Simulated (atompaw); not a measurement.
# Pseudopotential generation for Co: PAW (atompaw), PBE, scalar-relativistic.

atompaw 4.2.0.5 input, output lines left out:

```
Co 27
GGA-PBE scalarrelativistic loggrid 1500 logderivrange -10 5 376
4 4 3 0 0 0
4 1 0
3 2 7
0 0 0
c
c
v
v
c
v
v
v
2
2.10 1.90 1.84 1.64
n
n
y
0.2
n
modrrkj vanderbiltortho besselshape
3 0.5 troulliermartins
1.40
2.10
1.72
2.10
1.90
2.10
```

All-electron outer shells of the reference configuration (PBE, scalar-relativistic, ld1.x):

```json
{"shell": "2s", "level (eV)": "-899.00", "outermost node (bohr)": "0.08", "outermost maximum (bohr)": "0.21"}
{"shell": "2p", "level (eV)": "-769.94", "outermost node (bohr)": "–", "outermost maximum (bohr)": "0.17"}
{"shell": "3s", "level (eV)": "-102.40", "outermost node (bohr)": "0.31", "outermost maximum (bohr)": "0.66"}
{"shell": "3p", "level (eV)": "-65.64", "outermost node (bohr)": "0.28", "outermost maximum (bohr)": "0.68"}
{"shell": "3d", "level (eV)": "-8.20", "outermost node (bohr)": "–", "outermost maximum (bohr)": "0.66"}
{"shell": "4s", "level (eV)": "-5.47", "outermost node (bohr)": "0.96", "outermost maximum (bohr)": "2.32"}
{"shell": "4p", "level (eV)": "-1.28", "outermost node (bohr)": "1.05", "outermost maximum (bohr)": "3.25"}
```

Task: Estimate the cutoffs (Ry, on a coarse ladder) from which the occupation-weighted sum of valence levels, in a spherical-Bessel basis at the reference potential, stays within 10 and 1 mRy of its value at 400 Ry.

Result: 40 Ry and 70 Ry.

Task: What does a ghost test show?

Result: No extra level below or beside the all-electron valence levels (s, p, d, f tested).

Task: Is the overlap operator S = 1 + Σ q|β⟩⟨β| positive definite (Bessel basis up to 400 Ry)?

Result: Yes: its lowest eigenvalue is 0.88 (d channel).
